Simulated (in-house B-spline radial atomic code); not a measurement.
**Ionising the terbium ion Tb²⁺ with different functionals**

Computed with an all-electron radial atomic-structure program (B-spline basis): scalar-relativistic (spin-free X2C) Hamiltonian, Fermi nucleus of rms radius 5.06 fm, spin-polarised at highest spin, spherical fractional occupations for the functionals, and exact exchange of hybrids averaged over the configuration. The ionisation energy is the difference of two self-consistent energies, [Xe] 4f9 → [Xe] 4f8, without Breit or QED terms; ε is the level of the shell that loses the electron (its least bound occupied spin orbital). There is no spin-orbit coupling in this Hamiltonian.

| method | rung | ΔSCF (eV) | -ε(4f) (eV) |
| --- | --- | --- | --- |
| PBE0 | global hybrid | 21.59 | 16.77 |
| B3LYP | global hybrid | 21.91 | 16.44 |
| TPSSh | global hybrid | 21.90 | 15.14 |
| BHandHLYP | global hybrid | 20.34 | 18.85 |
| r2SCAN0 | global hybrid | 20.74 | 15.97 |
| B97-1 | global hybrid | 21.74 | 16.39 |
| HSE06 | range-separated hybrid | 21.53 | 16.30 |
| wB97X | range-separated hybrid | 21.61 | 19.18 |
| CAM-B3LYP | range-separated hybrid | 21.80 | 18.35 |
| LC-wPBE | range-separated hybrid | 22.25 | 19.57 |

**Question.** Among the functionals, which spreads more, the ΔSCF values or the orbital energies?

**Answer.** The orbital energies: ΔSCF values span about 1.91 eV and the orbital energies 4.43 eV.

**Question.** How do they compare with the NIST value?

**Answer.** NIST lists 21.82 eV ± 0.03 (semi-empirical, ground level to ground level). Errors run from -1.48 to +0.43 eV; CAM-B3LYP is closest (-0.02 eV), but part of that can be cancellation, since the calculations leave out spin-orbit coupling, Breit-QED terms, multiplet and fine-structure energies.
